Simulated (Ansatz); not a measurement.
Gas-phase reaction in SMILES: COB(I)I [diiodo(methoxy)borane] → I[B]I + C[O] (the B-O bond at the site shown breaks; other sites are not compared here)
Structures are relaxed separately at B3LYP-D3(BJ)/def2-TZVP in Ansatz (a program for electronic structure), one conformer each, not searched for the lowest.

Quantity: bond dissociation energy (electronic energy difference), in kcal/mol. Valence correlation only, unless marked. UHF or UKS for open shells. No spin-orbit coupling. The frozen core is the preceding noble-gas configuration, with the filled d and f shells of earlier blocks. In def2 rows, elements after Kr have scalar-relativistic effective core potentials. CBS marks a two-point X^-3 extrapolation of the correlation energy; Hartree-Fock from the larger set. [CCSD(T)-MP2]/basis is that difference in the basis named.

```csv
level,program,bond dissociation energy (kcal/mol)
PBE/def2-TZVPD,Ansatz,127.8
BLYP-D4/def2-TZVPD,Ansatz + dftd4,128.3
```

Q: Predict the RI-MP2/CBS(def2-TZVPPD,def2-QZVPPD)+[CCSD(T)-MP2]/def2-TZVPPD result (Ansatz).

A: 137.6 kcal/mol
